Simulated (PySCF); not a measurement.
A TDDFT job was run through a driver script with this input:

```
{"job": {"kind": "uv", "xc": "wB97X-D", "basis": "def2-SVPD", "ip": true, "nstates": 10}, "charge": 0, "multiplicity": 1}
Mg     0.893420     0.790219     0.735906
Te     0.217047     1.380485    -1.768291
Mg    -0.851126    -0.833699    -0.750261
Te    -0.176051    -1.427445     1.752175
```

Its output, with some lines taken out ([cut]) and without the SCF cycles:

```
converged SCF energy = -936.3307889074

[cut]

Singlet excitations
state   eV       nm        f      main configurations
  1   2.2715    545.8   0.00000   H->L 0.97
[cut]
  3   2.9871    415.1   0.00000   H->L+1 0.95
  4   3.1141    398.1   0.03428   H-2->L 0.97
[cut]
  6   3.6095    343.5   0.00000   H-1->L+1 0.94
  7   3.7289    332.5   0.00000   H-2->L+1 0.94
  8   4.0608    305.3   0.00675   H-3->L+1 0.70, H->L+3 0.23
[cut]
[cut]

[cut]
Vertical ionisation energy (delta-SCF) = 7.4152 eV
[cut]
```

Level of theory: TDDFT wB97X-D/def2-SVPD, vertical, gas phase, core orbitals frozen in the response, def2 core potentials past Kr (PySCF 2.14.0, density-fitted response routines). Isolated species at its PBE0-D3(BJ)/def2-SVP geometry, gas phase. Atoms past krypton carry effective core potentials; spin–orbit coupling is left out.

Question: Restore the lines that were cut, in order.

Answer: 
```
Static polarisability (au): isotropic 161.387, principal 124.696 162.232 197.233
  2   2.8951    428.3   0.03975   H-1->L 0.96
  5   3.1468    394.0   0.00001   H-3->L 0.96
  9   4.2233    293.6   0.31274   H-4->L 0.91
 10   4.4703    277.4   0.00000   H->L+2 0.93
Triplet excitations (Tamm-Dancoff, eV): 2.2053 2.7962 2.8016 2.8504
Vertical electron affinity (delta-SCF) = 1.3910 eV
```

Question: What share of the summed oscillator strength falls to the strongest level in this window?

Answer: State 9 at 294 nm: 0.3127 of 0.3935, or 79%.

Question: How many basis functions and electrons does this run hold?

Answer: 112 basis functions for 72 electrons in 36 doubly occupied orbitals (core potentials stand for the other electrons).

Question: What is the polarisability anisotropy, √(½[(α1 − α2)² + (α2 − α3)² + (α3 − α1)²])?

Answer: 62.83 au.

H and L stand for HOMO and LUMO.

The run took 40 s (grids of density and orbitals included) on one thread of an Arm Neoverse V1, no GPU (shared host), and the process peaked at 0.51 GiB of memory.

Note: wB97X-D ran without an empirical dispersion term, which enters the total energy and its gradient alone.
